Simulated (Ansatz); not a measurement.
Relaxation of the cluster Al3Ru2⁻ with RKS PBE-D4/def2-SVPD.

```sh
$ ansatz run in.yaml --threads 4 --pin off --events-out ev --progress --plain --max-ram 4787MiB
```

```yaml
crystal:
  periodic: [false, false, false]
  atoms:
    - {symbol: Ru, position_ang: [0.360300, -1.168540, -1.665620]}
    - {symbol: Ru, position_ang: [0.923730, -1.177870, 0.495440]}
    - {symbol: Al, position_ang: [-1.763030, -0.869110, -0.260180]}
    - {symbol: Al, position_ang: [1.409160, 1.677370, 1.031070]}
    - {symbol: Al, position_ang: [-0.930160, 1.538150, 0.399290]}
basis:
  gaussian: {orbitals: def2-SVPD}
total_charge: -1
hamiltonian: {xc: pbe, dispersion: d4}
scf: {lower_state_search: "off"}
output: {orbitals: {seedname: orbitals}}
relax: {f_tol: 0.02, max_steps: 100}
```

It took 50 s on 4 threads of Arm Neoverse V1 on a shared host.

Positions (Å) and forces (eV/Å) at steps 1, 2, 3, 4, 5, 6, 7, 8, 9, 10, 12, 13, 14, 15, 16, 17, 18, 19, 21 of 21:

```xyz
5
step=1 energy=-24939.0056 eV
Ru    0.360   -1.169   -1.666   -0.634    0.610    1.695
Ru    0.924   -1.178    0.495   -1.051    1.968   -0.725
Al   -1.763   -0.869   -0.260    1.205   -0.330   -0.411
Al    1.409    1.677    1.031    1.186   -1.231   -0.010
Al   -0.930    1.538    0.399   -0.707   -1.017   -0.549
5
step=2 energy=-24939.8829 eV
Ru    0.319   -1.100   -1.604   -0.393    0.597    0.190
Ru    0.851   -0.997    0.511   -0.471    1.689    0.469
Al   -1.709   -0.911   -0.279    0.290   -0.441   -0.133
Al    1.475    1.560    1.013    0.641   -1.065   -0.102
Al   -0.937    1.449    0.359   -0.066   -0.780   -0.424
5
step=3 energy=-24940.4903 eV
Ru    0.295   -1.007   -1.571   -0.334    0.734   -0.233
Ru    0.795   -0.812    0.555   -0.469    0.621    0.746
Al   -1.720   -0.978   -0.284   -0.094   -0.617   -0.045
Al    1.539    1.448    0.998    0.639   -0.147   -0.009
Al   -0.909    1.350    0.302    0.257   -0.592   -0.459
5
step=4 energy=-24941.1881 eV
Ru    0.242   -0.825   -1.539   -0.339    1.001    0.041
Ru    0.695   -0.706    0.640   -0.237   -0.130    0.729
Al   -1.770   -1.114   -0.288   -0.289   -0.915   -0.090
Al    1.654    1.431    0.995    0.524    0.080   -0.078
Al   -0.820    1.214    0.192    0.341   -0.037   -0.601
5
step=5 energy=-24941.6381 eV
Ru    0.195   -0.642   -1.490   -0.199    0.625    0.523
Ru    0.644   -0.696    0.730   -0.255   -0.241    0.101
Al   -1.808   -1.246   -0.294    0.145   -0.624   -0.058
Al    1.729    1.417    0.971    0.383   -0.133   -0.108
Al   -0.760    1.166    0.083   -0.074    0.372   -0.458
5
step=6 energy=-24941.9247 eV
Ru    0.243   -0.470   -1.410   -0.025    0.225    0.667
Ru    0.517   -0.695    0.843   -0.156   -0.109   -0.260
Al   -1.742   -1.346   -0.321    0.108   -0.437   -0.108
Al    1.798    1.312    0.815    0.359   -0.151   -0.122
Al   -0.816    1.199    0.072   -0.286    0.471   -0.176
5
step=7 energy=-24942.1223 eV
Ru    0.273   -0.347   -1.312    0.033    0.025    0.310
Ru    0.414   -0.663    0.920   -0.083    0.167   -0.110
Al   -1.692   -1.477   -0.373    0.151   -0.068   -0.102
Al    1.909    1.209    0.693   -0.035   -0.216   -0.180
Al   -0.904    1.278    0.073   -0.066    0.093    0.082
5
step=8 energy=-24942.2099 eV
Ru    0.338   -0.275   -1.216    0.095    0.053    0.173
Ru    0.331   -0.635    1.012   -0.175    0.061   -0.096
Al   -1.637   -1.517   -0.445   -0.013   -0.080   -0.033
Al    1.927    1.116    0.525    0.109    0.002   -0.123
Al   -0.958    1.311    0.124   -0.015   -0.036    0.078
5
step=9 energy=-24942.2406 eV
Ru    0.399   -0.206   -1.127   -0.139   -0.066    0.041
Ru    0.226   -0.579    1.093   -0.122   -0.048   -0.200
Al   -1.599   -1.580   -0.520    0.149    0.065    0.099
Al    1.995    1.037    0.373    0.114    0.057    0.079
Al   -1.022    1.328    0.181   -0.002   -0.009   -0.019
5
step=10 energy=-24942.2531 eV
Ru    0.394   -0.170   -1.151   -0.021    0.014    0.077
Ru    0.189   -0.595    1.054    0.001    0.009   -0.056
Al   -1.572   -1.602   -0.468    0.021   -0.011    0.001
Al    2.015    1.021    0.396    0.003   -0.022   -0.009
Al   -1.026    1.346    0.169   -0.003    0.010   -0.014
5
step=12 energy=-24942.2929 eV
Ru    0.322   -0.026   -1.128   -0.038   -0.004   -0.089
Ru    0.070   -0.491    1.065    0.021    0.010    0.084
Al   -1.426   -1.781   -0.475    0.240    0.125    0.026
Al    2.144    0.834    0.353   -0.180   -0.190   -0.025
Al   -1.110    1.464    0.185   -0.043    0.058    0.004
5
step=13 energy=-24942.3657 eV
Ru    0.250    0.065   -1.123    0.038   -0.017   -0.414
Ru   -0.008   -0.393    1.077    0.066   -0.029    0.446
Al   -1.246   -1.866   -0.478    0.226    0.120   -0.034
Al    2.186    0.642    0.316   -0.248   -0.197   -0.032
Al   -1.182    1.552    0.208   -0.082    0.123    0.034
5
step=14 energy=-24942.4610 eV
Ru    0.173    0.098   -1.130    0.206    0.205   -0.798
Ru   -0.038   -0.293    1.115   -0.188   -0.061    0.786
Al   -1.056   -1.892   -0.508    0.095    0.019    0.053
Al    2.155    0.459    0.280   -0.120   -0.108   -0.103
Al   -1.234    1.628    0.243    0.008   -0.055    0.062
5
step=15 energy=-24942.5498 eV
Ru    0.149    0.189   -1.206    0.127   -0.255    0.382
Ru   -0.128   -0.219    1.199    0.122   -0.041   -0.345
Al   -0.868   -1.905   -0.494    0.287    0.697    0.130
Al    2.125    0.275    0.220   -0.793   -0.064   -0.133
Al   -1.277    1.660    0.279    0.256   -0.337   -0.035
5
step=16 energy=-24942.7031 eV
Ru    0.140    0.213   -1.250   -0.097    0.489   -0.934
Ru   -0.147   -0.188    1.250   -0.011   -0.266    0.908
Al   -0.713   -1.798   -0.467   -0.145    0.008    0.142
Al    1.984    0.153    0.177   -0.069    0.111    0.146
Al   -1.264    1.620    0.290    0.323   -0.343   -0.262
5
step=17 energy=-24943.0300 eV
Ru    0.143    0.270   -1.381   -0.577    0.966   -1.016
Ru   -0.171   -0.215    1.386    0.204   -0.517    0.857
Al   -0.595   -1.652   -0.414   -0.487   -0.614    0.223
Al    1.802    0.086    0.149    0.652    0.194    0.597
Al   -1.179    1.510    0.260    0.208   -0.028   -0.662
5
step=18 energy=-24943.0382 eV
Ru    0.143    0.327   -1.486   -0.177   -0.253    0.110
Ru   -0.155   -0.320    1.493    0.119    0.437   -0.215
Al   -0.641   -1.564   -0.359   -0.368   -0.739   -0.525
Al    1.709    0.165    0.182    0.848    0.091    0.338
Al   -1.056    1.391    0.170   -0.420    0.464    0.292
5
step=19 energy=-24943.1906 eV
Ru    0.135    0.287   -1.415    0.003    0.008   -0.166
Ru   -0.130   -0.295    1.414    0.001    0.006    0.168
Al   -0.719   -1.652   -0.401   -0.036   -0.132   -0.067
Al    1.822    0.207    0.211    0.133   -0.008    0.030
Al   -1.109    1.453    0.192   -0.101    0.125    0.035
5
step=21 energy=-24943.1951 eV
Ru    0.132    0.289   -1.412   -0.002    0.000    0.005
Ru   -0.132   -0.288    1.412   -0.001    0.000   -0.005
Al   -0.715   -1.670   -0.408   -0.001    0.002    0.001
Al    1.839    0.197    0.212    0.000    0.002    0.000
Al   -1.124    1.472    0.196    0.003   -0.004   -0.001
```

In the def2 sets Ru takes a core potential; there is no spin–orbit coupling. The highest occupied level of the charge -1 singlet lies above zero (up to 0.20 eV). The electron is either unbound and held by the finite basis, or the level is raised by self-interaction error. The structure comes from a short search, and lower isomers may exist.
